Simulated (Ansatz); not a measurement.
Problem. Name a neutral molecule of C, Cl, Zr and H with size of the dipole moment (ωB97M-V/def2-TZVPP) between 1.30 and 1.60 D and HOMO energy (PBE/def2-TZVPP) between -7.75 and -7.45 eV (Ansatz, PBE0-D4/def2-TZVP geometry).

Solution. `C#[C][Zr]([Cl])([Cl])[Cl]` (1.53 D, -7.57 eV). Other molecules can fit too; these were computed, each in one conformer that needn't be the lowest.
